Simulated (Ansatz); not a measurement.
## Ansatz (development build ahead of 0.2.0) run

```yaml
crystal:
  periodic: [false, false, false]
  atoms:
    - { symbol: H, position_ang: [1.067, 0.0, 0.0] }
    - { symbol: H, position_ang: [0.5335, 0.92405, 0.0] }
    - { symbol: H, position_ang: [-0.5335, 0.92405, 0.0] }
    - { symbol: H, position_ang: [-1.067, 0.0, 0.0] }
    - { symbol: H, position_ang: [-0.5335, -0.92405, 0.0] }
    - { symbol: H, position_ang: [0.5335, -0.92405, 0.0] }
basis:
  gaussian: { orbitals: def2-SVP }
hamiltonian:
  xc: hf
correlation:
  method: mp2
  frozen_orbitals: { H: 0 }
output:
  forces: true
```

The input is written out in the form of the current development build from the run's settings.

Results

```yaml
Converged: yes
Reference_energy: -3.24121 hartree
Correlation_energy: -0.10951 hartree
Total_energy: -3.35072 hartree
```

Forces (eV/Å):
| atom | Fx | Fy | Fz |
| --- | --- | --- | --- |
| H1 | -0.970 | 0.000 | 0.000 |
| H2 | -0.485 | -0.840 | 0.000 |
| H3 | 0.485 | -0.840 | 0.000 |
| H4 | 0.970 | 0.000 | 0.000 |
| H5 | 0.485 | 0.840 | 0.000 |
| H6 | -0.485 | 0.840 | 0.000 |

Caution: bonds are stretched, where a single reference can fail; stretched shape with no unrestricted run beside it, a lower state can exist.
